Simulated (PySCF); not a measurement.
Compound: CH6BNO2.
SMILES: `NCB(O)O`

Method used: MP2 and CCSD/aug-cc-pVDZ in PySCF, restricted Hartree–Fock reference, 5 core orbitals frozen, non-relativistic, gas phase, PBE0-D3(BJ)/def2-SVP geometry.

E(HF) = -270.37304 Eh.

Question: How large is the problem?

Answer: 169 basis functions and 40 electrons; 5 orbitals frozen, which leaves o = 15 correlated occupied and v = 149 virtual orbitals. That is o·v = 2235 singles and o·v(o·v + 1)/2 = 2498730 distinct closed-shell doubles amplitudes before symmetry; the costliest CCSD step grows as o²v⁴ = 1.1 × 10^11.

Question: What are the MP2 and CCSD correlation energies?

Answer: MP2 -0.8134 Eh and CCSD -0.8494 Eh, which gives totals of -271.18648 and -271.22242 Eh. That is 0.770 eV for each correlated electron at CCSD (2230 kJ/mol in all, 0.313 % of the total energy); MP2 gives 95.8 % of the CCSD value.

Question: What is the T1 diagnostic?

Answer: 0.0131, below the customary warning level of 0.02. It is the norm of the spatial-orbital singles amplitudes over the root of the number of correlated electrons, so the norm is 0.072.

Question: How does correlation change the dipole moment?

Answer: HF gives 1.84 D and CCSD (unrelaxed density) 1.84 D, a change of 0.00 D.

Connected triples and the basis-set limit are missing.

The values belong to the conformer `[NH2:1][CH2:2][B:3]([OH:4])[OH:5]`: N1–C2–B3–O4 0°, H–N1–C2–B3 -59°, H–N1–C2–B3 54°, H–O4–B3–C2 180°, H–O5–B3–C2 0°.
